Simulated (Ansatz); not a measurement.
Stepwise reaction of `C#[C][Zr]([OH])([OH])[C]#C` with hydrogen fluoride, as a gas-phase model of exchange steps in deposition or etching. ΔE in kJ/mol; ΔG adds harmonic PBE0-D4 terms to CCSD(T)/CBS, at 1 bar.

Isolated molecules relaxed with PBE0-D4/def2-TZVP in Ansatz; ΔE leaves out vibrations. CBS: MP2 limit from def2 TZ/QZ plus the TZ coupled-cluster correction, frozen cores. This one scheme is used for every species. Functionals use def2-TZVPP. B3LYP here is the variant with VWN-RPA as its local correlation; programs differ in this. def2 core potentials past Kr. For Zr outer-core shells are correlated without core-valence functions, which leaves a few kJ/mol of doubt a bond. Each species was taken in one conformer, which may not be the lowest.

```
step                                                                 reaction  PBE-D4  B3LYP-D4  ωB97M-V  CCSD(T)/CBS  ΔG(600 K)
   1  `C#[C][Zr]([OH])([OH])[C]#C` + H–F → `C#[C][Zr]([OH])([OH])[F]` + `C#C`  -151.2    -155.0   -156.7       -146.0     -142.7
   2      `C#[C][Zr]([OH])([OH])[F]` + H–F → `[OH][Zr]([OH])([F])[F]` + `C#C`  -147.3    -151.7   -152.0       -142.2     -132.0
```

Q: By hand: ΔE of the 2 steps together at CCSD(T)/CBS.

A: (-146.0) + (-142.2) = -288.2 kJ/mol, or -144.1 kJ/mol a step.

In ΔE the steps differ by no more than 3.8 kJ/mol. All are downhill at CCSD(T)/CBS. ΔG lies between -142.7 and -132.0 kJ/mol a step. PBE-D4 differs from CCSD(T)/CBS by -5.2 to -5.1 kJ/mol a step. Only this route is followed, and other bonds may react first. Isolated molecules leave out the surface, adducts and barriers. Largest T1 diagnostic: 0.017.
